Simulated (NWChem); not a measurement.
System: SiHOClF$_{2}$; SMILES O[Si](F)(F)Cl

Here is an NWChem input.

```
start job
memory heap 200 mb stack 900 mb global 1100 mb
geometry units angstroms noautoz
  O      1.327711    -1.029659     0.667469
  Si     0.001322    -0.369556     0.004626
  F     -1.332396    -0.825912     0.763092
  F     -0.092632    -0.904164    -1.494643
  Cl     0.041760     1.659965     0.008964
  H      1.649473    -0.701433     1.511683
end
basis spherical
  * library def2-svp
end
dft
  xc hfexch
  iterations 150
end
tddft
  cis
  nroots 6
  notriplet
end
task tddft energy
```

The geometry was optimised at PBE0/def2-SVP.

Vertical excitations in the gas phase.

Predict the main results of this run. (Hartree-Fock/def2-SVP, CIS.) Quantities: lowest excitation, singlet (eV); oscillator strength of that lowest state; lowest state with f > 0.02, singlet (eV); oscillator strength of that bright state; orbital gap (eV).


```json
{
  "lowest excitation, singlet (eV)": "10.54",
  "oscillator_strength_of_that_lowest_state": "0.033",
  "lowest state with f > 0.02, singlet (eV)": "10.54",
  "oscillator_strength_of_that_bright_state": "0.033",
  "orbital gap (eV)": "17.45"
}
```
